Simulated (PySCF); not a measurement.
Symmetry of computed structures. Method: PBE0-D3(BJ)/def2-SVP geometry optimisation, gas phase, def2 core potentials past Kr in PySCF. The symmetry is that of the one conformer found, every atom within 0.08 Å of its image; none is proved a minimum here.

Question: What symmetry has WNF3 (`[N]#[W]([F])([F])[F]`)?

Answer: C3v; oblate symmetric top; symmetry number 3; 6 operations, which sort the 5 atoms into 3 sets; dipole 2.18 D, along the axis.

Question: What symmetry has `Brc1occp1`?

Answer: Cs; asymmetric top; symmetry number 1; 2 operations, which sort the 8 atoms into 8 sets; dipole 1.77 D, in the ab plane, which is the mirror; A, B, C = 5141, 1173, 955.3 MHz.

Question: `[C-:1]#[N+:2][CH:3]=[C:4]=[C:5]=[CH:6][C:7]#[CH:8]`: symmetry, top, dipole?

Answer: Cs; near-prolate asymmetric top; symmetry number 1; 2 operations, which sort the 11 atoms into 11 sets; dipole 3.80 D, in the ab plane, which is the mirror; A, B, C = 15691, 689.5, 660.5 MHz; heavy atoms equivalent by symmetry: none.
